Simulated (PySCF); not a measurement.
CH$_{6}$AlNO (SMILES C[O][AlH][NH2]), singlet, geometry from GFN2-xTB (such geometries of metal compounds can be far from the true shape); CAMB3LYP/6-31G, TDA in PySCF.

PySCF was given this input:
```python
from pyscf import gto, scf, dft, tdscf

mol = gto.M(
    atom='''
Al    0.06765095    0.00074368    0.83815829
H     0.17636088   -1.05334748    1.91749079
O    -0.04274008   -0.61908274   -0.68558647
C    -0.13561335   -1.14705543   -1.97526916
H    -0.06415670   -0.34805551   -2.71748826
H     0.67405273   -1.86093392   -2.14687163
H    -1.09206542   -1.66092020   -2.10160917
N     0.06463303    1.73355467    1.24412762
H     0.13547607    2.10322667    2.18180939
H    -0.00596034    2.51047426    0.59802454
''',
    basis='6-31g',
    verbose=4,
)

mf = dft.RKS(mol)
mf.xc = 'camb3lyp'
mf.kernel()
td = mf.TDA()
td.nstates = 5
td.kernel()
td.analyze()
```

What the program printed (banner, timings and long lists left out):

```
PySCF version 2.14.0

[INPUT] verbose = 4
[INPUT] num. atoms = 10
[INPUT] num. electrons = 40
[INPUT] charge = 0
[INPUT] spin (= nelec alpha-beta = 2S) = 0
[INPUT] symmetry False subgroup None
[INPUT] Mole.unit = angstrom
[INPUT] Symbol           X                Y                Z      unit          X                Y                Z       unit  Magmom
[INPUT]  1 Al     0.067650950000   0.000743680000   0.838158290000 AA    0.127841767567   0.001405351524   1.583889617134 Bohr   0.0
[INPUT]  2 H      0.176360880000  -1.053347480000   1.917490790000 AA    0.333273762287  -1.990538251201   3.623532439476 Bohr   0.0
[INPUT]  3 O     -0.042740080000  -0.619082740000  -0.685586470000 AA   -0.080767045742  -1.169896827045  -1.295570663007 Bohr   0.0
[INPUT]  4 C     -0.135613350000  -1.147055430000  -1.975269160000 AA   -0.256272090335  -2.167620612395  -3.732717734700 Bohr   0.0
[INPUT]  5 H     -0.064156700000  -0.348055510000  -2.717488260000 AA   -0.121238592056  -0.657729590046  -5.135308558121 Bohr   0.0
[INPUT]  6 H      0.674052730000  -1.860933920000  -2.146871630000 AA    1.273775053215  -3.516655444713  -4.056999405299 Bohr   0.0
[INPUT]  7 H     -1.092065420000  -1.660920200000  -2.101609170000 AA   -2.063704553908  -3.138684292758  -3.971465752174 Bohr   0.0
[INPUT]  8 N      0.064633030000   1.733554670000   1.244127620000 AA    0.122138725301   3.275943548261   2.351060465807 Bohr   0.0
[INPUT]  9 H      0.135476070000   2.103226670000   2.181809390000 AA    0.256012668732   3.974522384181   4.123022203104 Bohr   0.0
[INPUT] 10 H     -0.005960340000   2.510474260000   0.598024540000 AA   -0.011263410209   4.744108794170   1.130102596369 Bohr   0.0

nuclear repulsion = 157.248484073048
number of shells = 34
number of NR pGTOs = 136
number of NR cGTOs = 52
basis = 6-31g
ecp = {}

******** <class 'pyscf.dft.rks.RKS'> ********
method = RKS
initial guess = minao
damping factor = 0
level_shift factor = 0
DIIS = <class 'pyscf.scf.diis.CDIIS'>
diis_start_cycle = 1
diis_space = 8
diis_damp = 0
SCF conv_tol = 1e-09
SCF conv_tol_grad = None
SCF max_cycles = 50
direct_scf = True
direct_scf_tol = 1e-13
XC library pyscf.dft.libxc version 7.1.2
    S. Lehtola, C. Steigemann, M. J. T. Oliveira, and M. A. L. Marques,  SoftwareX 7, 1–5 (2018)
XC functionals = camb3lyp
    T. Yanai, D. P. Tew, and N. C. Handy,  Chem. Phys. Lett. 393, 51 (2004)
radial grids:
    Treutler-Ahlrichs [JCP 102, 346 (1995); DOI:10.1063/1.469408] (M4) radial grids

becke partition: Becke, JCP 88, 2547 (1988); DOI:10.1063/1.454033
pruning grids: <function nwchem_prune>
grids dens level: 3
symmetrized grids: False
atomic radii adjust function: <function treutler_atomic_radii_adjust>
small_rho_cutoff = 0
Set gradient conv threshold to 3.16228e-05
Initial guess from minao.
tot grids = 120136
init E= -414.205510351133
  HOMO = -0.326683820075843  LUMO = -0.0266254521537823  gap/eV = 8.16500
cycle= 1 E= -413.892934697885  delta_E= 0.313  |g|= 0.81  |ddm|= 2.68
  HOMO = -0.158411534090915  LUMO = 0.0846748689939238  gap/eV = 6.61472
cycle= 2 E= -413.785263241085  delta_E= 0.108  |g|= 1.12  |ddm|= 1.37
  HOMO = -0.295752003653496  LUMO = 0.050704580979392  gap/eV = 9.42756
cycle= 3 E= -414.025053099331  delta_E= -0.24  |g|= 0.0739  |ddm|= 0.833
  HOMO = -0.310165870318137  LUMO = 0.0506102790878671  gap/eV = 9.81722
cycle= 4 E= -414.025733233332  delta_E= -0.00068  |g|= 0.0493  |ddm|= 0.0825
  HOMO = -0.303521574004982  LUMO = 0.0518152952034661  gap/eV = 9.66921
cycle= 5 E= -414.026274886371  delta_E= -0.000542  |g|= 0.00243  |ddm|= 0.0355
  HOMO = -0.303892587270459  LUMO = 0.0518399398357505  gap/eV = 9.67998
cycle= 6 E= -414.026277454653  delta_E= -2.57e-06  |g|= 0.000936  |ddm|= 0.00461
  HOMO = -0.303898990334049  LUMO = 0.0518193507478188  gap/eV = 9.67959
cycle= 7 E= -414.026277723404  delta_E= -2.69e-07  |g|= 0.00022  |ddm|= 0.000998
  HOMO = -0.303915493552888  LUMO = 0.0518038221750716  gap/eV = 9.67962
cycle= 8 E= -414.026277745221  delta_E= -2.18e-08  |g|= 3.55e-05  |ddm|= 0.000367
  HOMO = -0.303919857312962  LUMO = 0.0518083069136561  gap/eV = 9.67986
cycle= 9 E= -414.026277746037  delta_E= -8.16e-10  |g|= 4.38e-06  |ddm|= 9.31e-05
  HOMO = -0.303919974935769  LUMO = 0.0518076903457301  gap/eV = 9.67984
Extra cycle  E= -414.026277746053  delta_E= -1.57e-11  |g|= 3.4e-06  |ddm|= 1.21e-05
converged SCF energy = -414.026277746053

******** <class 'pyscf.tdscf.rks.TDA'> for <class 'pyscf.dft.rks.RKS'> ********
nstates = 5 singlet
deg_eia_thresh = 1.000e-03
wfnsym = None
conv_tol = 1e-05
eigh lindep = 1e-12
eigh level_shift = 0
eigh max_cycle = 100

Excitation energies (eV)
[6.36016664 6.63277522 6.86496661 7.28608365 7.42431798]

** Singlet excitation energies and oscillator strengths **
Excited State   1:      6.36017 eV    194.94 nm  f=0.0379
      20 -> 22        0.69256
Excited State   2:      6.63278 eV    186.93 nm  f=0.0203
      19 -> 21       -0.69642
Excited State   3:      6.86497 eV    180.60 nm  f=0.0578
      19 -> 22        0.44562
      19 -> 23       -0.11663
      20 -> 21        0.51874
Excited State   4:      7.28608 eV    170.17 nm  f=0.1594
      19 -> 22       -0.42688
      19 -> 23        0.32759
      20 -> 21        0.43104
Excited State   5:      7.42432 eV    167.00 nm  f=0.0500
      18 -> 22        0.47226
      18 -> 23       -0.14691
      20 -> 23        0.48294

** Transition electric dipole moments (AU) **
state          X           Y           Z        Dip. S.      Osc.
  1         0.4909      0.0167     -0.0412      0.2430      0.0379
  2        -0.3527      0.0114      0.0229      0.1251      0.0203
  3        -0.0396     -0.3824     -0.4425      0.3435      0.0578
  4         0.0004     -0.9076     -0.2629      0.8929      0.1594
  5         0.5220      0.0198     -0.0420      0.2746      0.0500

** Transition velocity dipole moments (imaginary part, AU) **
state          X           Y           Z        Dip. S.      Osc.
  1         0.1328      0.0037     -0.0111      0.0178      0.0507
  2        -0.0581      0.0019      0.0036      0.0034      0.0093
  3        -0.0077      0.0218     -0.0749      0.0062      0.0163
  4         0.0040     -0.1491     -0.0145      0.0225      0.0559
  5         0.2205      0.0043     -0.0181      0.0490      0.1197

** Transition magnetic dipole moments (imaginary part, AU) **
state          X           Y           Z
  1         0.0611     -0.4884      0.6852
  2        -0.0020      0.3227      0.4193
  3         0.0424     -0.0220      0.0138
  4        -0.1265     -0.0131      0.0144
  5         0.0500     -0.4100      0.3405
```
